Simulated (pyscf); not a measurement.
`[B][OH]` [singlet] → `[BH]=[O]`, a hydrogen shift (singlet surface; H–O broken, B–H formed). Optimised with ωB97X-D3(BJ)/def2-SVP in PySCF. MP2 and CC: frozen core, UHF for open shells. ΔMP2 is the change of the MP2 total energy from the triple- to the quadruple-zeta basis. Energies in kcal/mol from the reactant's lowest minimum found.

Small-basis levels: PySCF, no dispersion term, spherical d functions. AM1 to PM7: differences of heats of formation from MOPAC. GFN2-xTB: tblite. 

```json
[
 {"level": "HF/3-21G", "barrier": "55.4", "reaction energy": "-40.3"},
 {"level": "SVWN5/6-31G*", "barrier": "16.5", "reaction energy": "-54.8"},
 {"level": "BP86/6-31G*", "barrier": "18.9", "reaction energy": "-54.9"},
 {"level": "PBE/6-31G*", "barrier": "18.2", "reaction energy": "-55.5"},
 {"level": "B3LYP/STO-3G", "barrier": "18.0", "reaction energy": "-85.0"},
 {"level": "PBE/def2-SVP", "barrier": "20.5", "reaction energy": "-50.7"},
 {"level": "B3LYP/def2-SVP", "barrier": "26.8", "reaction energy": "-49.9"},
 {"level": "GFN2-xTB", "barrier": "19.4", "reaction energy": "-75.8"},
 {"level": "PM6", "barrier": "39.0", "reaction energy": "-40.3"},
 {"level": "CCSD(T)/def2-TZVPP + ΔMP2(QZVPP)", "barrier": "29.6", "reaction energy": "-44.4"}
]
```

Against the last row the barrier runs from -13.1 (SVWN5/6-31G*) to +25.8 kcal/mol (HF/3-21G). CCSD(T)/def2-TZVPP + ΔMP2(QZVPP) has limits of its own. The CCSD(T) − MP2 part came from Ansatz, without density fitting, on the same reference.
